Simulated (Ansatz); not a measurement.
Mulliken charges of CH4AlGeI, SMILES `[I][Al]1[CH2][GeH2]1` from r2SCAN/def2-TZVPP in Ansatz (PBE0-D4/def2-TZVP geometry).

```csv
atom,x (Å),y (Å),z (Å),charge (e)
I1,-2.734,2.457,1.064,-0.162
Al2,-1.058,0.818,0.317,0.431
C3,0.813,0.372,0.411,-0.455
Ge4,-0.111,-1.068,-0.738,0.014
H5,1.255,-0.011,1.333,0.102
H6,1.558,0.957,-0.132,0.102
H7,0.403,-1.106,-2.187,-0.015
H8,-0.033,-2.476,-0.124,-0.015
```

Task: By hand: the dipole of these point charges (1 e Å = 4.8032 D).

Result: Σ q r = (-0.103, -0.079, -0.076) e Å, of length 0.150 e Å = 0.72 D.

Task: How does the dipole of the full density compare? (Estimate.)

Result: Ansatz gave: (0.077, 0.047, 0.046) e Å, 0.49 D; the point charges give 1.47 times that, at 174° from its direction, so they point the opposite way.

Point charges leave out the atoms' own dipoles, such as those of lone pairs, and Mulliken's split depends on the basis, so the two needn't agree.
